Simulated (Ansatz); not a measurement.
Relaxation of H$_{4}$O$_{2}$Si$_{2}$ (8 atoms, charge 0, multiplicity 1), to a largest force component of 0.015 eV/Å in at most 40 steps.

Theory: RKS PBE0-D4/def2-SVP (Ansatz).

```xyz
8
Properties=species:S:1:pos:R:3
O -0.910 1.440 -0.545
Si -0.453 0.142 0.331
O 0.441 0.685 1.583
Si 0.514 -1.483 -0.843
H -0.553 2.321 -0.444
H 0.702 0.157 2.337
H 0.671 -2.660 0.045
H -0.486 -2.021 -1.795
```

Question: Where does it end, and by what steps?

Answer: The forces met the threshold. After 10 steps the energy has fallen by 0.350 eV; Si2 moved furthest, 0.47 Å.

```
step  energy less start (eV)  largest force component (eV/Å)  accepted
   0                  0.0000                           0.785       yes
   1                 -0.2119                           0.260       yes
   2                 -0.2751                           0.477       yes
   3                 -0.3089                           0.875       yes
   4                 -0.3295                           0.655       yes
   5                 -0.3443                           0.360       yes
   6                 -0.3486                           0.113       yes
   7                 -0.3498                           0.031       yes
   8                 -0.3502                           0.065       yes
   9                 -0.3505                           0.020       yes
  10                 -0.3505                           0.012       yes
```

```xyz
8
Properties=species:S:1:pos:R:3
O -0.771 1.456 -0.657
Si -0.069 0.155 0.053
O 0.307 0.686 1.573
Si 0.748 -1.687 -0.971
H -0.865 2.256 -0.127
H 0.724 0.050 2.166
H 0.429 -2.443 0.320
H -0.577 -1.891 -1.689
```

The run took 32 s on 1 thread of Arm Neoverse V2, on a shared host, peak memory 0.16 GiB.
